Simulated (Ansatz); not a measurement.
Ansatz (a first-principles code) input (CCSD(T)/def2-SVP):

Ansatz 0.2 input:
```yaml
crystal:
  periodic: [false, false, false]
  atoms:
    - {symbol: Cs, position_ang: [-0.00000000, -0.00000000, -0.73608574]}
    - {symbol: Cl, position_ang: [0.00000000, 0.00000000, 2.38145385]}
basis:
  gaussian:
    orbitals: def2-SVP
total_charge: -1
magnetization: {spin_polarized: true, initial_magnetization: 1}
correlation: {method: ccsd_t, electrons: outside_noble_gas}
```

End of the output:

```
mean field evaluation 192: about -13038.3645 eV, gradient 1.3e-1 eV
mean field evaluation 224: about -13038.3658 eV, gradient 1.6e-3 eV
mean field evaluation 256: about -13041.5831 eV, gradient 1.7e-3 eV
mean field evaluation 288: about -13041.0564 eV, gradient 1.3e-2 eV
mean field evaluation 320: about -13040.1672 eV, gradient 1.2e-2 eV
mean field evaluation 352: about -13038.4404 eV, gradient 6.2e-4 eV
mean field evaluation 384: about -13038.3957 eV, gradient 1.0e0 eV
mean field evaluation 416: about -13038.3585 eV, gradient 1.9e0 eV
mean field evaluation 448: about -13042.4908 eV, gradient 9.4e-4 eV
mean field -13042.49080483 eV, -479.3026965597 hartree, gradient 2.9e-6 eV, S^2 0.750151; 10 other end points of the search recorded, 0 dependent functions left out
determinant -13042.49080483 eV, -479.3026965597 hartree, with singles and doubles -13046.51585174 eV, -479.4506143054 hartree
determinant -13041.58307985 eV, -479.2693382820 hartree, with singles and doubles -13045.61083448 eV, -479.4173555346 hartree
determinant -13041.05641738 eV, -479.2499837931 hartree, with singles and doubles -13045.12472983 eV, -479.3994915183 hartree
determinant -13040.31201275 eV, -479.2226274277 hartree, with singles and doubles -13044.35739835 eV, -479.3712926063 hartree
determinant -13040.16721525 eV, -479.2173062175 hartree, with singles and doubles -13044.20182065 eV, -479.3655752315 hartree
9 core orbitals not correlated, not the lowest: weight in the atoms' cores, before any rotation towards them, 0.974 or more for the frozen orbitals, at most 0.019 for the correlated occupied ones
reference -13042.49080483 eV, -479.3026965597 hartree; 5, 4 occupied and 28, 29 virtual orbitals, 385 factors
second order -3.71022737 eV of doubles, -0.00000000 eV of singles
coupled cluster: 0.08 GiB planned
cycle   1  -4.02689496 eV  change   -1.9e-2 eV  update   1.1e-2
cycle   2  -4.02995285 eV  change   -3.1e-3 eV  update   4.0e-3
cycle   3  -4.03078815 eV  change   -8.4e-4 eV  update   2.1e-3
cycle   4  -4.03109461 eV  change   -3.1e-4 eV  update   7.1e-4
cycle   5  -4.03117473 eV  change   -8.0e-5 eV  update   3.6e-4
cycle   6  -4.03117210 eV  change    2.6e-6 eV  update   1.6e-4
cycle   7  -4.03116490 eV  change    7.2e-6 eV  update   6.2e-5
cycle   8  -4.03116032 eV  change    4.6e-6 eV  update   1.9e-5
cycle   9  -4.03115820 eV  change    2.1e-6 eV  update   7.2e-6
perturbative correction -0.05216326 eV, -0.0019169645 hartree
Total energy: -13046.57412630 eV, -479.4527558558 hartree
```
